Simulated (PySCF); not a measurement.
A GIAO shielding run with PySCF (density fitting, non-relativistic, gas phase) on `CS[Si@H]1[SiH2][Si@@H](O[SiH3])[SiH2]1`, CH12OSSi5:

```
$ OMP_NUM_THREADS=1 python probes_run.py task.json out

{"job": {"kind": "nmr", "xc": "PBE0", "basis": "pcSseg-1"}, "charge": 0, "multiplicity": 1}
C     -1.837428     1.491054    -0.075229
S     -3.074983     0.163379    -0.107880
Si    -1.746017    -1.560170    -0.102574
Si    -0.116016    -1.498520    -1.838121
Si     1.540491    -1.158646    -0.190014
O      2.085735     0.386171    -0.235601
Si     2.077609     1.987344    -0.426431
Si    -0.033423    -1.427343     1.550704
H     -2.378492     2.431967    -0.081455
H     -1.241917     1.416746     0.830506
H     -1.198158     1.428393    -0.952023
H     -2.797069    -2.579299    -0.066140
H     -0.277915    -0.519977    -2.926059
H     -0.008311    -2.778164    -2.554355
H      2.825083    -1.871182    -0.203651
H      1.437004     2.273243    -1.711071
H      1.299921     2.549380     0.678052
H      3.480002     2.384254    -0.394326
H      0.104954    -2.686398     2.297583
H     -0.146218    -0.421553     2.621026
```

Hardware: 1 thread of an Arm Neoverse N1, shared host. The job also computes population analyses, field gradients, ring-centre shieldings.

(1) How large is the calculation?

(2) How long does it take, and how much memory does it need?

## Answers

(1) 112 electrons, 238 basis functions and 1382 auxiliary functions.

(2) 2.5 min of wall time, with 13 SCF cycles and 5 response iterations; peak memory 1.1 GiB. Times on a shared host scatter by some tens of per cent.
